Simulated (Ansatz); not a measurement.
`[BH2][GaH][F]` + H₂Se → `[F][GaH][SeH]` + BH₃ at 700 K and 1 bar (cleavage of the Ga–B bond).

Gas-phase electronic energies from Ansatz, PBE0-D4/def2-TZVP geometries. CBS: MP2 limit from def2 TZ/QZ plus the TZ coupled-cluster correction, frozen cores. This one scheme is used for every species. For Ga, Se outer-core shells are correlated without core-valence functions, which leaves a few kJ/mol of doubt a bond. Scalar relativity is left out up to krypton. Each species was taken in one conformer, which may not be the lowest.

```json
{"species": "`[BH2][GaH][F]`", "CCSD(T)/CBS energy (Eh)": "-2050.32373", "H − E (kJ/mol)": "127.0", "S (J/(mol·K))": "378.7"}
{"species": "H₂Se", "CCSD(T)/CBS energy (Eh)": "-2401.89790", "H − E (kJ/mol)": "61.1", "S (J/(mol·K))": "251.1"}
{"species": "`[F][GaH][SeH]`", "CCSD(T)/CBS energy (Eh)": "-4425.71391", "H − E (kJ/mol)": "94.6", "S (J/(mol·K))": "387.5"}
{"species": "BH₃", "CCSD(T)/CBS energy (Eh)": "-26.55200", "H − E (kJ/mol)": "96.5", "S (J/(mol·K))": "225.0"}
```

H − E and S are ideal-gas, rigid-rotor, harmonic terms from PBE0-D4/def2-TZVP, for one conformer and one mirror image of each species. 1 Eh = 2625.50 kJ/mol, R = 8.31446 J/(mol·K).

**Question.** By hand: ΔE, ΔH, ΔS and ΔG.

**Answer.** ΔE = (-4425.71391) + (-26.55200) − (-2050.32373) − (-2401.89790) = -0.04428 Eh = -116.3 kJ/mol. Δ(H − E) = 94.6 + 96.5 − 127.0 − 61.1 = 3.0, so ΔH = -113.3 kJ/mol. ΔS = 387.5 + 225.0 − 378.7 − 251.1 = -17.3 J/(mol·K). ΔG = -113.3 − 700 × (-17.3)/1000 = -101.2 kJ/mol.

**Question.** By hand: the equilibrium constant, and the temperature at which ΔG would vanish if ΔH and ΔS stayed fixed.

**Answer.** log₁₀ K = −ΔG/(RT ln 10) = 7.6. ΔG = 0 at ΔH/ΔS = 6549 K, far beyond where these terms or the molecules hold.

ΔH outweighs TΔS. A doubt of 5 kJ/mol in ΔE shifts log₁₀ K by 0.4 here. Other conformers and mirror images would add mixing entropy, several J/(mol·K) or more a flexible species. These are equilibria of isolated gas molecules and say nothing of rates. Largest T1 diagnostic: 0.014 (customary marks: 0.02 for closed shells, 0.045 for open ones).
